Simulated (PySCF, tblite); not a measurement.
Isomers of C6H17PSi, one GFN2-xTB conformer each. Single-point energies are computed at PBE0/pcSseg-1 (PySCF, gas phase, no added dispersion term), electronic only.

Question: Rank them by PBE0/pcSseg-1 energy, lowest first (kJ/mol).
A. `[CH3:1][SiH2:2][P:3]([CH3:4])[C:5]([CH3:6])([CH3:7])[CH3:8]` with C1–Si2–P3–C4 156°
B. `[CH2:1]=[P@:2]([CH3:3])([CH2:4][SiH3:5])[CH:6]([CH3:7])[CH3:8]` with C1–P2–C4–Si5 -73°, C1–P2–C6–C7 -59°
C. `[CH3:1][CH2:2][CH2:3][CH2:4][P:5]([SiH3:6])[CH2:7][CH3:8]` with C1–C2–C3–C4 178°, C2–C3–C4–P5 -58°, C3–C4–P5–Si6 -171°, C4–P5–C7–C8 -48°

Answer: A (0.0), C (40.1), B (182.7).

GFN2-xTB itself gives, in the same order: 15.6, 0.0, 159.7. GFN2-xTB puts CCCCP([SiH3])CC lowest instead; measured from each level's own lowest isomer, the values differ by up to 40.1 kJ/mol (CCCCP([SiH3])CC: 0.0 against 40.1).

Question: Which frontier levels, dipoles and rotational constants go with these structures?

Answer: 
```tsv
SMILES	HOMO (eV, PBE0/pcSseg-1)	LUMO (eV)	dipole (D)	A, B, C (MHz)
C[SiH2]P(C)C(C)(C)C	-6.37	0.48	1.08	1866, 994.8, 830.8
CCCCP([SiH3])CC	-6.39	0.48	1.51	2184, 698.4, 613.0
C=[P@](C)(C[SiH3])C(C)C	-5.08	0.67	3.31	1654, 1038, 842.3
```

Question: What happens when harmonic zero-point energies from GFN2-xTB frequencies are added?

Answer: 
```tsv
SMILES	ZPE (kJ/mol)	electronic (kJ/mol)	with ZPE (kJ/mol)
C[SiH2]P(C)C(C)(C)C	555.1	0.0	0.0
CCCCP([SiH3])CC	555.0	40.1	40.0
C=[P@](C)(C[SiH3])C(C)C	537.4	182.7	165.0
```

The zero-point energies span 17.7 kJ/mol. The order is unchanged.
